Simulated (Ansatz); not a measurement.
A set of 12 reactions (atomization), with CCSD(T)/CBS values in kJ/mol:

| reaction | ΔE |
| --- | --- |
| `[CH3][AlH][SnH3]` → Al• + C• + 7 H• + Sn• | 2851.0 |
| `C[N][Si](F)(F)F`• → C• + 3 F• + 3 H• + N• + Si• | 3689.3 |
| `O[SiH]([SiH3])[SeH]` → 6 H• + O• + Se• + 2 Si• | 3112.4 |
| `O[CH]([AlH2])[SiH3]` → Al• + C• + 7 H• + O• + Si• | 3425.5 |
| `[GaH2][NH]B1CS1` → B• + C• + Ga• + 5 H• + N• + S• | 3488.6 |
| `[SH][Zn][SH]` → 2 H• + 2 S• + Zn (atom) | 1224.4 |
| `C[Si](N)(F)P` → C• + F• + 7 H• + N• + P• + Si• | 4283.4 |
| `O[SiH]O`• → 3 H• + 2 O• + Si• | 2131.7 |
| `N[SiH](Cl)CCl` → C• + 2 Cl• + 5 H• + N• + Si• | 3435.2 |
| `F[SiH](F)[SiH2]`• → 2 F• + 3 H• + 2 Si• | 2347.5 |
| `C=C1O[Si]1(C)N` → 3 C• + 7 H• + N• + O• + Si• | 5213.1 |
| `[OH][InH][B](Cl)Cl` → B• + 2 Cl• + 2 H• + In• + O• | 2107.6 |

Program: Ansatz. Geometries: PBE0-D4/def2-TZVP. ΔE: electronic, gas phase. CCSD(T)/CBS is the MP2 limit (def2-TZVPP, def2-QZVPP) plus CCSD(T) − MP2 in def2-TZVPP, frozen cores. This one scheme is used for every species, atoms too. DFT in def2-TZVPP. B3LYP here is the variant with VWN-RPA as its local correlation; programs differ in this. Open shells (•) are unrestricted, without spin–orbit coupling. Spin–orbit coupling would lower the free atoms: a little for Al, B, C, Cl, F, O, S, Si; clearly for Ga, Se; strongly for In, Sn. Elements past krypton have def2 core potentials. For Ga, In, Se, Sn, Zn outer-core shells are correlated without core-valence functions, so the limit isn't a true one: a few kJ/mol of doubt a bond, and 10 to 20 or more in all where bonds break to atoms. Scalar relativity is left out up to krypton. One conformer a species, not always the lowest.

Problem. Give the mean, mean absolute and largest difference (level minus CCSD(T)/CBS, kJ/mol) for: PBE0-D4, B3LYP-D4, ωB97M-V, B2PLYP, PBE, r2SCAN, B3LYP, HF/def2-TZVPP, MP2/def2-TZVPP, CCSD/def2-TZVPP, CCSD(T)/def2-TZVPP, HF/def2-QZVPP, MP2/def2-QZVPP, CCSD/CBS(def2). (An estimate is asked.)

Solution. Ansatz gave: 
```csv
level,mean,mean absolute,largest
PBE0-D4,-20.1,29.9,-59.3
B3LYP-D4,-17.6,20.5,-44.6
ωB97M-V,3.3,15.4,26.8
B2PLYP,-49.6,49.6,-73.3
PBE,13.9,39.6,115.9
r2SCAN,0.1,13.8,32.2
B3LYP,-49.9,49.9,-75.6
HF/def2-TZVPP,-875.8,875.8,-1522.1
MP2/def2-TZVPP,-43.8,45.5,-106.8
CCSD/def2-TZVPP,-141.0,141.0,-241.3
CCSD(T)/def2-TZVPP,-93.6,93.6,-150.6
HF/def2-QZVPP,-868.5,868.5,-1511.8
MP2/def2-QZVPP,12.4,35.0,-69.1
CCSD/CBS(def2),-47.4,47.4,-90.7
```

The largest T1 diagnostic in the set is 0.018, for Al• (customary mark 0.045).

CCSD(T)/CBS is a level of theory with its own doubt, and the functionals carry their triple-zeta basis error, so these figures describe this set and don't rank the functionals.
